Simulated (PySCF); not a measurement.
Choosing a molecule for a target property.

All species are isolated and taken at one optimised geometry, non-relativistic unless stated; the electronic structure was computed with PySCF and density fitting.

The conformers computed, where there is a choice (atom-mapped SMILES and torsion angles):
- `[CH2:1]=[CH:2][C:3]1=[CH:4][CH:5]=[C:6]([CH2:7][OH:8])[O:9][SiH2:10]1`: C1–C2–C3–C4 180°, C5–C6–C7–O8 147°, H–O8–C7–C6 35°
- `[CH3:1][CH2:2][C:3]1=[CH:4][SiH2:5][SiH2:6][CH:7]=[CH:8][O:9]1`: C1–C2–C3–C4 -95°
- `[CH3:1][CH2:2][Si@H:3]1[C:4](=[O:5])[CH:6]=[C:7]1[CH2:8][SiH3:9]`: C1–C2–Si3–C4 -159°, C6–C7–C8–Si9 -100°
- `[O:1]=[CH:2][C:3]1=[CH:4][C:5]([CH2:6][O:7][SiH3:8])=[CH:9][CH2:10]1`: O1–C2–C3–C4 180°, C4–C5–C6–O7 176°, C5–C6–O7–Si8 -170°

Problem. Wanted: HOMO energy above -6.5 eV (PBE0/pcSseg-1) and dipole moment below 4.1 D (PBE0/pcSseg-1), at GFN2-xTB geometries. Which candidate meets both?
A. `CCC1=C[SiH2][SiH2]C=CO1`
B. `C=CC1=CC=C(CO)O[SiH2]1`
C. `CC[Si@H]1C(=O)C=C1C[SiH3]`
D. `O=CC1=CC(CO[SiH3])=CC1`

Solution. B. Computed values:
```
                  species  HOMO energy  dipole moment
   O=CC1=CC(CO[SiH3])=CC1     -6.87 eV         4.03 D
  CCC1=C[SiH2][SiH2]C=CO1     -6.76 eV         0.95 D
CC[Si@H]1C(=O)C=C1C[SiH3]     -6.32 eV         4.27 D
   C=CC1=CC=C(CO)O[SiH2]1     -6.04 eV         1.87 D
```
